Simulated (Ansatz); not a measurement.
Isolated molecules relaxed with PBE0-D4/def2-TZVP in Ansatz; ΔE leaves out vibrations. CBS: MP2 limit from def2 TZ/QZ plus the TZ coupled-cluster correction, frozen cores. Each species was taken in one conformer, which may not be the lowest.

Reaction (formal exchange of groups at a B–Si bond): `OC1(F)NB1[SiH3]` + `NCS` → `OC1(F)BN1` + `NC([SiH3])S`

```
          species  SCS-MP2/def2-TZVPP energy (Eh)
`OC1(F)NB1[SiH3]`                      -584.30400
            `NCS`                      -493.37000
      `OC1(F)BN1`                      -294.06687
    `NC([SiH3])S`                      -783.60652
```

(1) Work out ΔE.

Largest T1 diagnostic among the species: 0.014.

Results:

(1) ΔE = (-294.06687) + (-783.60652) − (-584.30400) − (-493.37000) = 0.00061 Eh = +1.6 kJ/mol. CCSD(T)/CBS gives +3.5 kJ/mol.

In def2-TZVPP, CCSD(T) changes the Hartree–Fock value by −3.9 kJ/mol (the triples alone add −1.2 kJ/mol) and MP2 by −10.9 kJ/mol. The D4 term adds −6.7 kJ/mol with B3LYP and −3.3 kJ/mol with PBE0; it sums over pairs of atoms, weighted by their polarisabilities, and B3LYP, whose exchange is more repulsive, gets the larger term.

B3LYP here is the variant with VWN-RPA as its local correlation; programs differ in this.
